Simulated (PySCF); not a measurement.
**A computed series [M(H2O)4]3+**

Computed with PySCF 2.14.0, r2SCAN, def2-SVP on the ligands, density fitting, scalar-relativistic core potentials, no spin-orbit coupling, vacuum. Each member is relaxed from one template within its symmetry. Distances are means of the shortest metal–ligand contacts, charges and spins Mulliken's; removal energies are rigid, with the ligand's formal charge and no counterpoise, so too large; for an anion taken off a cation in vacuum most of it is the attraction of opposite charges, and multiply charged cations can part far more cheaply with an electron moved from ligand to metal. lcecp potentials hold a fixed number of 4f electrons in the core, out of states, spins and gaps.

| metal | basis on the metal | point group | M–H2O (Å) | charge on M (e) | removal of one H2O (eV) | unstable modes (below −25 cm⁻¹) |
| --- | --- | --- | --- | --- | --- | --- |
| Nd | lcecp-1-SVP with ECP49 | S4 | 2.366 | 1.78 | 3.24 | not given |
| Dy | lcecp-1-SVP with ECP55 | D2d | 2.288 | 1.74 | 3.44 | not given |
| Yb | lcecp-1-SVP with ECP59 | S4 | 2.230 | 1.69 | 3.62 | not given |

**Question.** A further member has point group S4, M–H2O (Å) 2.331, charge on M (e) 1.76, removal of one H2O (eV) 3.34. Which metal is it?

**Answer.** Eu, lcecp-1-SVP with ECP52. This is one of several that fit.

From Nd to Yb the M–H2O distance shrinks by 0.14 Å, the lanthanide contraction, and the energy to remove one H2O rises by 0.38 eV.

Moved off a saddle point of the template and relaxed again: Nd, Eu, Yb. One start shape was tried for each, so a minimum needn't be the lowest isomer.
